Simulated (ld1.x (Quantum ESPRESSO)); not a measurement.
**Ranking TM semilocal potentials for chlorine**

All share these settings but for the change named:

ld1.x (Quantum ESPRESSO) 7.5 input, shortened:

```
&input
   title='Cl', zed=17., rel=1, dft='PBE', iswitch=3,
   config='[Ne] 3s2 3p5 3d-2'
 /
 &inputp
   pseudotype=1, tm=.true., lloc=0,
   nlcc=.false.
 /
3
3P  2  1   5.00   0.00  1.50  1.50  0.0
3D  3  2  -2.00   0.35  1.35  1.35  0.0
3S  1  0   2.00   0.00  1.25  1.25  0.0
 &test
   configts(1)='3s2 3p5'
 /
```

Cutoff: the first of the cutoffs (Ry, on a coarse ladder) from which the occupation-weighted sum of valence levels, in a spherical-Bessel basis at the reference potential, stays within 10 and 1 mRy of its value at 400 Ry; the density cutoff is not measured.

The base gives 50 Ry.

Of 7 variants that were run, those that failed, showed a ghost or another fault, or gave nearly equal values are left out.

A variant can come out equal or close to the base.

Question: Rank these variants from softest to hardest (loose cutoff).
A. wave 3p (bound): rc 1.50 bohr becomes 3p (bound): rc 1.16 bohr
B. wave 3p (bound): rc 1.50 bohr becomes 3p (bound): rc 0.98 bohr
C. wave 3p (bound): rc 1.50 bohr becomes 3p (bound): rc 1.86 bohr

Answer: C (50 Ry), A (70 Ry), B (120 Ry).
